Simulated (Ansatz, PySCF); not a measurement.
Gas-phase reaction in SMILES: F[SiH2][SiH2]F → F[SiH2][SiH2] + F atom (the F-Si bond at the site shown breaks; other sites are not compared here)
Each molecule is optimised on its own at B3LYP-D3(BJ)/def2-TZVP (Ansatz, an electronic-structure program), one conformer each, not searched for the lowest.

Quantity: bond dissociation energy (0 K, with B3LYP-D3(BJ) harmonic zero-point energies from PySCF), in kcal/mol. Valence correlation only, unless marked. UHF or UKS for open shells. No spin-orbit coupling. Non-relativistic. CBS(X,Y): correlation extrapolated as X^-3; Hartree-Fock from the larger set.

```json
[
 {"level": "PBE-D4/def2-TZVPD", "program": "Ansatz + dftd4", "bond dissociation energy (kcal/mol)": "141.8"},
 {"level": "BLYP/def2-TZVPD", "program": "Ansatz", "bond dissociation energy (kcal/mol)": "…"},
 {"level": "B3LYP/def2-TZVPD", "program": "Ansatz", "bond dissociation energy (kcal/mol)": "139.9"},
 {"level": "PBE0-D4/def2-TZVPD", "program": "Ansatz + dftd4", "bond dissociation energy (kcal/mol)": "137.6"},
 {"level": "PBE0/def2-QZVPP", "program": "Ansatz", "bond dissociation energy (kcal/mol)": "…"},
 {"level": "BHLYP/def2-TZVPD", "program": "Ansatz", "bond dissociation energy (kcal/mol)": "134.9"},
 {"level": "r2SCANh/def2-TZVPD", "program": "Ansatz", "bond dissociation energy (kcal/mol)": "137.3"},
 {"level": "r2SCAN0/def2-TZVPD", "program": "Ansatz", "bond dissociation energy (kcal/mol)": "134.9"},
 {"level": "wB97M-V/def2-TZVPD", "program": "Ansatz", "bond dissociation energy (kcal/mol)": "…"},
 {"level": "B2GP-PLYP-D4/def2-TZVPD", "program": "Ansatz + dftd4", "bond dissociation energy (kcal/mol)": "142.5"},
 {"level": "SCS-MP2/aug-cc-pV(T+d)Z", "program": "Ansatz", "bond dissociation energy (kcal/mol)": "147.3"},
 {"level": "SCS-MP2/cc-pV(T+d)Z", "program": "Ansatz", "bond dissociation energy (kcal/mol)": "145.0"},
 {"level": "CCSD/aug-cc-pV(T+d)Z", "program": "Ansatz", "bond dissociation energy (kcal/mol)": "139.5"},
 {"level": "CCSD/cc-pV(Q+d)Z", "program": "Ansatz", "bond dissociation energy (kcal/mol)": "…"},
 {"level": "CCSD(T)/CBS(aug-cc-pV(T+d)Z,aug-cc-pV(Q+d)Z)", "program": "Ansatz", "bond dissociation energy (kcal/mol)": "145.7"}
]
```

Question: Fill in the missing entries.

Answer: 
- BLYP/def2-TZVPD, bond dissociation energy (kcal/mol): 140.7
- PBE0/def2-QZVPP, bond dissociation energy (kcal/mol): 138.1
- wB97M-V/def2-TZVPD, bond dissociation energy (kcal/mol): 143.6
- CCSD/cc-pV(Q+d)Z, bond dissociation energy (kcal/mol): 141.3
